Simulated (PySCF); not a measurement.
Worked example: chemical shift, span and skew from a shielding tensor

methyl(silylsulfanyl)silane (CH8SSi2), SMILES C[SiH2]S[SiH3]. Atoms are numbered in the order given.

```xyz
12

Si     1.4070     1.1316     0.6597
S      0.4556    -0.7975     0.8313
Si    -0.7811    -0.7825    -0.9525
C     -2.0934     0.5610    -0.8882
H      2.0024     1.3097    -0.6961
H      0.4486     2.2490     0.8991
H      2.4727     1.1674     1.6964
H      0.0821    -0.5985    -2.1556
H     -1.4003    -2.1358    -0.9867
H     -2.7436     0.5042    -1.7769
H     -2.7182     0.4470     0.0112
H     -1.6362     1.5626    -0.8638
```

Geometry optimised at B3LYP-D3(BJ)/def2-SVP. One conformer was computed; it need not be the lowest.

GIAO shieldings from PBE/pcSseg-1 (PySCF), non-relativistic, no solvent. The symmetric part of the tensor of C4 has the principal values 169.9, 185.3, 190.2 ppm. The same nucleus in TMS has σ = 182.0 ppm at this level (PySCF, at its B3LYP-D3(BJ)/def2-TZVP geometry).

Task: Work out the isotropic shielding, the ¹³C shift against TMS, the span and the skew.

Result: 
σ(iso) = (σ11 + σ22 + σ33)/3 = 181.8 ppm. δ = σ(ref) − σ(iso) = 182.0 − (181.8) = 0.2 ppm.
Span Ω = σ33 − σ11 = 20.3 ppm. Skew κ = 3(σ(iso) − σ22)/Ω = -0.52. Tumbling in solution averages the tensor to δ; in a static solid the shielding alone would spread this spin-1/2 line over Ω.
